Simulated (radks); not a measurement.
Values are calculated unless marked as measured or tabulated.
Question: Neutral germanium, configuration [Ar] 3d10 4p4 (not the ground configuration). Level of theory: Dirac Kohn-Sham, PBE, spin-unpolarised, spherical densities, point nucleus; open shells fill j = l - 1/2 first (a radial shooting solver on a logarithmic mesh with Libxc functionals). Some entries of the table are withheld. Estimate them.

| orbital | occ. | eigenvalue (Ry) | <r> (bohr) |
|---|---|---|---|
| 1s1/2 | 2 | -805.6423 | (1) |
| 2s1/2 | 2 | (2) | 0.2098 |
| 2p1/2 | 2 | -89.88428 | (3) |
| 2p3/2 | 4 | -87.54161 | (4) |
| 3s1/2 | 2 | -12.62920 | 0.6240 |
| 3p1/2 | 2 | -8.95598 | (5) |
| 3p3/2 | 4 | -8.64166 | (6) |
| 3d3/2 | 4 | (7) | (8) |
| 3d5/2 | 6 | (9) | (10) |
| 4p1/2 | 2 | -0.39123 | 2.670 |
| 4p3/2 | 2 | -0.37507 | 2.719 |

Answer: 
(1) 1s1/2 <r> (bohr): 0.04700
(2) 2s1/2 eigenvalue (Ry): -101.0252
(3) 2p1/2 <r> (bohr): 0.1812
(4) 2p3/2 <r> (bohr): 0.1848
(5) 3p1/2 <r> (bohr): 0.6395
(6) 3p3/2 <r> (bohr): 0.6502
(7) 3d3/2 eigenvalue (Ry): -2.42110
(8) 3d3/2 <r> (bohr): 0.7288
(9) 3d5/2 eigenvalue (Ry): -2.37790
(10) 3d5/2 <r> (bohr): 0.7340
